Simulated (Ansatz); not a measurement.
`O=C=N[SiH](Cl)Cl` → `Cl[Si]Cl` + `N=C=O` at 400 K and 1 bar (silylene formation by 1,1-elimination).

Calculated with Ansatz (gas phase, PBE0-D4/def2-TZVP geometries, no zero-point term in ΔE). CBS: MP2 limit from def2 TZ/QZ plus the TZ coupled-cluster correction, frozen cores. This one scheme is used for every species. One conformer a species, not always the lowest.

| species | CCSD(T)/CBS energy (Eh) | H − E (kJ/mol) | S (J/(mol·K)) |
| --- | --- | --- | --- |
| `O=C=N[SiH](Cl)Cl` | -1377.30646 | 102.0 | 403.6 |
| `Cl[Si]Cl` | -1208.69388 | 25.2 | 297.3 |
| `N=C=O` | -168.51995 | 72.4 | 252.4 |

H − E and S are ideal-gas, rigid-rotor, harmonic terms from PBE0-D4/def2-TZVP, for one conformer and one mirror image of each species. 1 Eh = 2625.50 kJ/mol, R = 8.31446 J/(mol·K).

Problem. By hand: ΔE, ΔH, ΔS and ΔG.

Solution. ΔE = (-1208.69388) + (-168.51995) − (-1377.30646) = 0.09263 Eh = 243.2 kJ/mol. Δ(H − E) = 25.2 + 72.4 − 102.0 = -4.4, so ΔH = 238.8 kJ/mol. ΔS = 297.3 + 252.4 − 403.6 = 146.1 J/(mol·K). ΔG = 238.8 − 400 × (146.1)/1000 = 180.4 kJ/mol.

Problem. By hand: the equilibrium constant, and the temperature at which ΔG would vanish if ΔH and ΔS stayed fixed.

Solution. log₁₀ K = −ΔG/(RT ln 10) = -23.6. ΔG = 0 at ΔH/ΔS = 1634 K.

The number of gas molecules changes by +1, which sets the sign of ΔS. A doubt of 5 kJ/mol in ΔE shifts log₁₀ K by 0.7 here. Other conformers and mirror images would add mixing entropy, several J/(mol·K) or more a flexible species. Modes under 60 cm⁻¹, often nearly free rotors, make the harmonic entropy too high. These are equilibria of isolated gas molecules and say nothing of rates. Largest T1 diagnostic: 0.018 (customary marks: 0.02 for closed shells, 0.045 for open ones).
